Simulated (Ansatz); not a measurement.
Isolated molecules relaxed with PBE0-D4/def2-TZVP in Ansatz; ΔE leaves out vibrations. CCSD(T)/CBS is the MP2 limit (def2-TZVPP, def2-QZVPP) plus CCSD(T) − MP2 in def2-TZVPP, frozen cores. DFT in def2-TZVPP. HSE06 is defined as in plane-wave codes. For Br, Ga outer-core shells are correlated without core-valence functions, which leaves a few kJ/mol of doubt a bond. Scalar relativity is left out up to krypton. Each species was taken in one conformer, which may not be the lowest.

Consider the substitution at a C–C bond: `BCC(C)=O` + `[OH][Ga]([OH])[Br]` → `C[O][Ga]([OH])[Br]` + `BCC=O`.

Is it downhill or uphill in electronic energy at CCSD(T)/CBS, and by how much? (Estimate.)

Ansatz gave: Uphill: ΔE = +88.7 kJ/mol.

What do these levels give: LDA (SPW92), HSE06-D4, BHLYP-D4, CAM-B3LYP-D4, ωB97M-V, PBE0, r2SCANh, CCSD/def2-SVP, HF/def2-TZVPP, CCSD/def2-TZVPP, SCS-MP2/def2-QZVPP, HF/CBS(def2)? (Estimate.)

Computed: LDA (SPW92) 91.1, HSE06-D4 87.7, BHLYP-D4 82.5, CAM-B3LYP-D4 83.3, ωB97M-V 88.1, PBE0 87.5, r2SCANh 89.2, CCSD/def2-SVP 76.1, HF/def2-TZVPP 78.8, CCSD/def2-TZVPP 85.0, SCS-MP2/def2-QZVPP 86.6, HF/CBS(def2) 78.7 kJ/mol.

What do rigid-rotor, harmonic-oscillator terms from PBE0-D4/def2-TZVP frequencies (298.15 K, 1 bar) make of the CCSD(T)/CBS value? (Best estimate.)

The calculation gave: ΔZPE = +0.3 kJ/mol, ΔH = +89.7 kJ/mol, ΔS = 8 J/(mol·K), ΔG = +87.2 kJ/mol.

Largest T1 diagnostic among the species: 0.014.

At CCSD(T), def2-SVP lies −12.4 kJ/mol from the extrapolated value and def2-TZVPP −3.3 kJ/mol. From BLYP to BHLYP (50 % exact exchange), in def2-TZVPP and without D4, ΔE moves by +6.7 kJ/mol. In def2-TZVPP, CCSD(T) changes the Hartree–Fock value by +6.6 kJ/mol (the triples alone add +0.5 kJ/mol) and MP2 by +12.1 kJ/mol.
